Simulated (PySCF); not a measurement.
C3H6GeO, SMILES C[C]1=C[O][GeH2]1. Atoms are numbered in the order given.

```xyz
11

C     -0.5818     2.4402     0.0000
C      0.0261     1.0809     0.0000
C      1.3207     0.6471     0.0000
O      1.4545    -0.7185     0.0000
Ge    -0.4484    -0.8093     0.0000
H     -1.2219     2.6187    -0.8913
H     -1.2219     2.6187     0.8913
H      0.2072     3.2216     0.0000
H      2.2589     1.2366     0.0000
H     -0.9505    -1.5301    -1.2804
H     -0.9505    -1.5301     1.2804
```

Coordinates come from a PBE-D3(BJ)/def2-SVP optimisation. The structure was generated by enumeration, and PubChem lists no compound with its InChIKey, so it may never have been made.

These are PySCF with PBE/pcSseg-1 values and carry that method's errors.

GIAO shieldings, no solvent; atoms alike by connectivity are averaged. δ = σ(ref) − σ: ¹³C against TMS (σ = 182.0 ppm); ¹⁷O against H2O (σ = 334.3 ppm); ⁷³Ge against GeH4 (σ = 1614.4 ppm); ¹H against TMS (σ = 31.49 ppm), references at their B3LYP-D3(BJ)/def2-TZVP geometries, non-relativistic.

```json
[
 {"nucleus": "¹³C", "atoms": "C3", "count": "1", "δ (ppm)": "174.5"},
 {"nucleus": "¹³C", "atoms": "C2", "count": "1", "δ (ppm)": "116.8"},
 {"nucleus": "¹³C", "atoms": "C1", "count": "1", "δ (ppm)": "18.9"},
 {"nucleus": "¹⁷O", "atoms": "O4", "count": "1", "δ (ppm)": "170.3"},
 {"nucleus": "⁷³Ge", "atoms": "Ge5", "count": "1", "δ (ppm)": "404.6"},
 {"nucleus": "¹H", "atoms": "H9", "count": "1", "δ (ppm)": "7.67"},
 {"nucleus": "¹H", "atoms": "H10, H11", "count": "2", "δ (ppm)": "6.80"},
 {"nucleus": "¹H", "atoms": "H6, H7, H8", "count": "3", "δ (ppm)": "2.39"}
]
```
